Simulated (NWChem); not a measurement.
A series in which one site is exchanged, each optimised at PBE0/def2-SVP with NWChem, gas phase unless a solvent is named. All stand in one matching conformer (torsions within 35°), which need not be the lowest. This build's default masses of Se (78.918 u) and Br (79.917 u) are each other's, which moves their modes by up to 0.6 %. For some, no frequency run checked for a minimum. def2 effective core potentials on Te; no spin-orbit coupling.

A: [SH][Be][SeH] (BeH2SeS; site = Be)
B: S[Te][SeH] (H2TeSeS; site = Te)
C: [SeH][Se]S (H₂Se₂S; site = Se)
D: [SH][Mg][SeH] (MgH2SeS; site = Mg)

```
quantity                                                      A           B     C     D
---------------------------------------------------------  ----  ----------  ----  ----
dipole (D), PBE0/def2-SVP                                  1.18  (withheld)  0.45  0.97
orbital gap (eV), PBE0/def2-SVP                            6.73  (withheld)  5.42  5.44
vertical ionisation energy, ΔSCF, CAM-B3LYP/def2-SVP (eV)  9.72  (withheld)  9.34  9.19
static polarisability, CAM-B3LYP/def2-SVPD (bohr³)         66.8  (withheld)  82.4  80.0
lowest singlet excitation, CAM-B3LYP/def2-SVPD, TDA (eV)   5.22  (withheld)  3.95  4.38
```

### Question
Some entries are withheld; supply them.

### Answer

- dipole (D), PBE0/def2-SVP, B: 1.82
- orbital gap (eV), PBE0/def2-SVP, B: 4.74
- vertical ionisation energy, ΔSCF, CAM-B3LYP/def2-SVP (eV), B: 8.77
- static polarisability, CAM-B3LYP/def2-SVPD (bohr³), B: 96.1
- lowest singlet excitation, CAM-B3LYP/def2-SVPD, TDA (eV), B: 3.42
